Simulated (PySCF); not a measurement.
Bonds (- single, = double, # triple, : aromatic): C1=C2 1.339 Å, C2-B3 1.600 Å, B3-N4 1.668 Å, B3-O5 1.435 Å. C1 carries H6, H7; C2 carries H8; B3 carries H9; N4 carries H10, H11, H12; O5 carries H13. Formal charges: B3 -1, N4 +1. Stereochemistry as in C=C[B@@H-]([NH3+])O. H6 is cis to B3; H7 is trans to B3.

Geometry: PBE0-D3(BJ)/def2-SVP; GIAO shifts from PySCF 2.14, gas phase, non-relativistic, averaged over equivalent atoms.

At PBE0/pcSseg-2 (292 basis functions, 39 s wall time on 1 thread of an Arm Neoverse V1, shared host):
```tsv
atoms	δ (ppm)
C2	168.5
C1	121.1
B3	-4.8
N4	52.2
O5	47.8
H8	6.93
H7	5.51
H6	4.83
H9	3.49
H10/H11/H12	2.53
H13	0.09
```

References, each an isolated molecule treated in the same way: $^{13}$C (184.13 ppm), $^{1}$H (31.25 ppm) against TMS; $^{11}$B (99.07 ppm) vs BF3·OEt2; $^{15}$N (261.69 ppm) against NH3; $^{17}$O (328.15 ppm) vs H2O.

**Question.** What do these become at wB97X-D/pcSseg-2?

**Answer.** 
| atoms | δ at wB97X-D/pcSseg-2 | change |
| --- | --- | --- |
| C2 | 169.9 | +1.4 |
| C1 | 122.2 | +1.1 |
| B3 | -4.8 | +0.0 |
| N4 | 50.9 | -1.3 |
| O5 | 43.0 | -4.8 |
| H8 | 6.90 | -0.03 |
| H7 | 5.48 | -0.03 |
| H6 | 4.83 | +0.00 |
| H9 | 3.40 | -0.09 |
| H10/H11/H12 | 2.56 | +0.03 |
| H13 | 0.08 | -0.01 |

Scale: $^{13}$C (σ = 184.42 ppm) and $^{1}$H (σ = 31.36 ppm) against TMS; BF3·OEt2 for $^{11}$B (σ = 99.96 ppm); $^{15}$N (σ = 260.06 ppm) vs NH3; $^{17}$O (σ = 326.83 ppm) vs H2O (reference shieldings calculated alike).

The largest change is at O5 (oxygen bonded to B, H). Cost: 292 basis functions, 52 s wall time on 1 thread of an Arm Neoverse V1, shared host.

A carbon bonded to boron is broadened by the quadrupolar boron nucleus and is often missing from a measured spectrum. Experimental scales use liquid or dissolved standards, which lie at an offset from isolated NH3 (liquid NH3: subtract about 20 ppm) and H2O (liquid H2O: subtract about 36 ppm).
